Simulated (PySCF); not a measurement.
GeI$_{2}$ (SMILES [I][Ge][I]), singlet, geometry from GFN2-xTB (core potentials on I); PySCF with BHANDHLYP/def2-SVPD.

The PySCF input:
```python
from pyscf import gto, scf, dft

mol = gto.Mole()
mol.atom = '''
    Ge    0.00153259   -0.00969248    1.22657057
    I     1.01567043   -1.73555606   -0.38529276
    I    -1.01659577    1.74140812   -0.35527815
'''
mol.basis = 'def2-svpd'
mol.ecp = {'I': 'def2-svpd'}
mol.verbose = 4
mol.build()

mf = dft.RKS(mol)
mf.xc = 'bhandhlyp'
mf.grids.atom_grid = (99, 590)
mf.grids.prune = None
mf.kernel()
```

What the program printed (banner, timings and long lists left out):

```
PySCF version 2.14.0

[INPUT] verbose = 4
[INPUT] num. atoms = 3
[INPUT] num. electrons = 82
[INPUT] charge = 0
[INPUT] spin (= nelec alpha-beta = 2S) = 0
[INPUT] symmetry False subgroup None
[INPUT] Mole.unit = angstrom
[INPUT] Symbol           X                Y                Z      unit          X                Y                Z       unit  Magmom
[INPUT]  1 Ge     0.001532590000  -0.009692480000   1.226570570000 AA    0.002896175361  -0.018316132668   2.317882449752 Bohr   0.0
[INPUT]  2 I      1.015670430000  -1.735556060000  -0.385292760000 AA    1.919338945519  -3.279725627229  -0.728097794178 Bohr   0.0
[INPUT]  3 I     -1.016595770000   1.741408120000  -0.355278150000 AA   -1.921087584691   3.290784417894  -0.671378401542 Bohr   0.0

nuclear repulsion = 411.562320632253
number of shells = 40
number of NR pGTOs = 220
number of NR cGTOs = 108
basis = def2-svpd
ecp = {'I': 'def2-svpd'}

******** <class 'pyscf.dft.rks.RKS'> ********
method = RKS
initial guess = minao
damping factor = 0
level_shift factor = 0
DIIS = <class 'pyscf.scf.diis.CDIIS'>
diis_start_cycle = 1
diis_space = 8
diis_damp = 0
SCF conv_tol = 1e-09
SCF conv_tol_grad = None
SCF max_cycles = 50
direct_scf = True
direct_scf_tol = 1e-13
XC library pyscf.dft.libxc version 7.1.2
    S. Lehtola, C. Steigemann, M. J. T. Oliveira, and M. A. L. Marques,  SoftwareX 7, 1–5 (2018)
XC functionals = bhandhlyp
    A. D. Becke,  J. Chem. Phys. 98, 1372 (1993)
    Defined through Gaussian implementation.
radial grids:
    Treutler-Ahlrichs [JCP 102, 346 (1995); DOI:10.1063/1.469408] (M4) radial grids

becke partition: Becke, JCP 88, 2547 (1988); DOI:10.1063/1.454033
pruning grids: None
grids dens level: 3
symmetrized grids: False
atomic radii adjust function: <function treutler_atomic_radii_adjust>
User specified grid scheme (99, 590)
small_rho_cutoff = 0
Set gradient conv threshold to 3.16228e-05
Initial guess from minao.
tot grids = 175232
init E= -2607.65674822642
  HOMO = -1.11661907597492  LUMO = -0.807716451307716  gap/eV = 8.40567
cycle= 1 E= -2669.16146800667  delta_E= -61.5  |g|= 3.79  |ddm|= 12.6
  HOMO = -0.0263166948942929  LUMO = -0.017218303767459  gap/eV = 0.24758
cycle= 2 E= -2665.08086689546  delta_E= 4.08  |g|=  4.2  |ddm|= 33.9
  HOMO = -0.196599306623526  LUMO = -0.0596217695766768  gap/eV = 3.72735
cycle= 3 E= -2671.37276391892  delta_E= -6.29  |g|= 1.19  |ddm|= 32.6
  HOMO = -0.297760198641315  LUMO = -0.195216470446276  gap/eV = 2.79036
cycle= 4 E= -2671.99058971376  delta_E= -0.618  |g|= 0.606  |ddm|= 3.19
  HOMO = -0.280199824276784  LUMO = -0.100562723288469  gap/eV = 4.88817
cycle= 5 E= -2672.09769706972  delta_E= -0.107  |g|= 0.164  |ddm|= 0.885
  HOMO = -0.297327468737539  LUMO = -0.098774297623315  gap/eV = 5.40291
cycle= 6 E= -2672.10855161379  delta_E= -0.0109  |g|= 0.0403  |ddm|= 0.256
  HOMO = -0.3001226895392  LUMO = -0.0979012853339682  gap/eV = 5.50272
cycle= 7 E= -2672.10907671206  delta_E= -0.000525  |g|= 0.0105  |ddm|= 0.0697
  HOMO = -0.299960949328655  LUMO = -0.097508040337658  gap/eV = 5.50902
cycle= 8 E= -2672.10912088216  delta_E= -4.42e-05  |g|= 0.00281  |ddm|= 0.0204
  HOMO = -0.299920807489836  LUMO = -0.0977318938430685  gap/eV = 5.50184
cycle= 9 E= -2672.10912604836  delta_E= -5.17e-06  |g|= 0.000841  |ddm|= 0.00762
  HOMO = -0.299889491542733  LUMO = -0.0976373641280759  gap/eV = 5.50356
cycle= 10 E= -2672.10912649106  delta_E= -4.43e-07  |g|= 0.000243  |ddm|= 0.00217
  HOMO = -0.299905750676372  LUMO = -0.097656414015745  gap/eV = 5.50348
cycle= 11 E= -2672.10912656427  delta_E= -7.32e-08  |g|= 5.36e-05  |ddm|= 0.00121
  HOMO = -0.299900132636925  LUMO = -0.0976434043077745  gap/eV = 5.50369
cycle= 12 E= -2672.10912656613  delta_E= -1.86e-09  |g|= 1.08e-05  |ddm|= 0.000181
  HOMO = -0.299900972204424  LUMO = -0.0976458518608752  gap/eV = 5.50364
cycle= 13 E= -2672.1091265662  delta_E= -7.14e-11  |g|= 1.05e-06  |ddm|= 3.55e-05
  HOMO = -0.299900894878294  LUMO = -0.0976458910850369  gap/eV = 5.50364
Extra cycle  E= -2672.10912656621  delta_E= -7.28e-12  |g|= 4.88e-07  |ddm|= 4.46e-06
converged SCF energy = -2672.10912656621
```
